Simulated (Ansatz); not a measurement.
Geometry optimisation, Ansatz, DFT PBE, scalar-relativistic, plane waves, PAW.

The input (input.yaml):

```yaml
crystal:
  lattice:
    - [7.398, 0.0, 0.0]
    - [-3.699, 6.406856, 0.0]
    - [0.0, 0.0, 12.0]
  atoms:
    - { symbol: C, position: [0.0, 0.0, 0.08333333] }
    - { symbol: C, position: [0.22222222, 0.11111111, 0.08333333] }
    - { symbol: C, position: [0.0, 0.33333333, 0.08333333] }
    - { symbol: C, position: [0.22222222, 0.44444444, 0.08333333] }
    - { symbol: C, position: [0.0, 0.66666666, 0.08333333] }
    - { symbol: C, position: [0.22222222, 0.77777777, 0.08333333] }
    - { symbol: C, position: [0.33333333, 0.0, 0.08333333] }
    - { symbol: C, position: [0.55555556, 0.11111111, 0.08333333] }
    - { symbol: C, position: [0.33333333, 0.33333333, 0.08333333] }
    - { symbol: C, position: [0.55555555, 0.44444444, 0.08333333] }
    - { symbol: C, position: [0.33333333, 0.66666666, 0.08333333] }
    - { symbol: C, position: [0.55555555, 0.77777777, 0.08333333] }
    - { symbol: C, position: [0.66666667, 0.0, 0.08333333] }
    - { symbol: C, position: [0.88888889, 0.11111111, 0.08333333] }
    - { symbol: C, position: [0.66666667, 0.33333333, 0.08333333] }
    - { symbol: C, position: [0.88888889, 0.44444444, 0.08333333] }
    - { symbol: C, position: [0.66666666, 0.66666666, 0.08333333] }
    - { symbol: C, position: [0.88888889, 0.77777777, 0.08333333] }
    - { symbol: C, position: [0.11111111, 0.55555555, 0.1375] }
    - { symbol: O, position: [0.44444444, 0.88888888, 0.11] }
basis:
  ecutwfc: 420.0
kpoints:
  mp_grid: { grid: [2, 2, 1] }
hamiltonian:
  xc: pbe
scf:
  occupations: { method: gaussian, width: 0.02 }
  lower_state_search: "off"
relax:
  f_tol: 0.03
  max_steps: 60
  adjacent_minimum: "off"
```

Launched with:

```bash
$ ansatz run input.yaml --threads 1 --pin off --max-ram 3072MiB --backend cpu --events-out ev --progress --plain --runs-dir out
```

Question: Where does it end, and by what steps?

Answer: The forces met the threshold. The force dipped under the threshold on the way, but the program's further checks kept it going. Limits of this set-up: coarse k mesh, slab without dipole correction, no dispersion correction for a molecule that may bind weakly. After 34 steps the energy has fallen by 34.116 eV; O20 moved furthest, 4.14 Å. The start is strongly strained (largest force component 20 eV/Å), so its close contacts needn't be bonds. Parted: C4–C19, C5–C19, C6–C19, C6–O20, C7–O20, C8–O20. Joined: C19–O20.

```
step  energy less start (eV)  largest force component (eV/Å)  accepted
   0                  0.0000                          20.345       yes
   2                -14.1879                          15.742       yes
   4                -22.1998                           6.599       yes
   6                -25.7006                           2.222       yes
   8                -27.7819                           1.647       yes
  10                -28.6448                           0.496       yes
  12                -28.7024                           1.385        no
  14                -29.1209                           0.476       yes
  16                -29.2869                           0.734       yes
  18                -29.3832                           0.296       yes
  20                -29.7206                           1.755       yes
  22                -31.6610                           3.655       yes
  24                -32.8966                           2.449       yes
  26                -33.5561                           1.561       yes
  28                -33.8955                           0.677       yes
  30                -34.0536                           0.720       yes
  32                -34.1134                           0.138       yes
  34                -34.1159                           0.022       yes
```

```xyz
20
Lattice="7.3980 0.0000 0.0000 -3.6990 6.4069 0.0000 0.0000 0.0000 12.0000" Properties=species:S:1:pos:R:3
C 0.119 0.215 0.725
C 1.360 0.922 0.741
C -1.033 2.304 1.189
C 0.167 3.070 0.850
C -2.357 4.527 0.850
C -1.114 5.197 0.808
C 2.581 0.217 0.755
C 3.818 0.927 0.810
C 1.353 2.350 0.724
C 2.592 3.058 0.725
C 0.126 4.481 0.808
C 1.363 5.191 0.755
C 5.059 0.211 0.810
C 6.301 0.881 0.852
C 3.778 2.338 0.852
C 4.978 3.105 1.189
C 2.584 4.486 0.741
C 3.825 5.194 0.724
C -1.724 2.709 2.432
O -1.717 2.720 3.631
```

Run time: 3.9 min on 1 thread of Arm Neoverse V1 (shared host), peak memory 0.63 GiB.
